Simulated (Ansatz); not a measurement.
The same hydrogenolysis along the group C, Si, Sn.

Program: Ansatz. Geometries: PBE0-D4/def2-TZVP. ΔE: electronic, gas phase. CCSD(T)/CBS is the MP2 limit (def2-TZVPP, def2-QZVPP) plus CCSD(T) − MP2 in def2-TZVPP, frozen cores. This one scheme is used for every species. DFT in def2-TZVPP. def2 core potentials past Kr. For Sn outer-core shells are correlated without core-valence functions, which leaves a few kJ/mol of doubt a bond.

```
                                          reaction  RPA@PBE/def2-TZVPP (kJ/mol)
                   `FC(Cl)Cl` + H₂ → `ClCCl` + H–F                          -93
        `F[SiH](Cl)Cl` + H₂ → dichlorosilane + H–F                          120
`[F][SnH]([Cl])[Cl]` + H₂ → `[Cl][SnH2][Cl]` + H–F                           27
```

Problem. Give the CCSD(T)/CBS values in the same order. (An estimate is asked.)

Solution. Ansatz gave: -102, 123, 32 kJ/mol.

Largest T1 diagnostic: 0.012, for `[F][SnH]([Cl])[Cl]`.
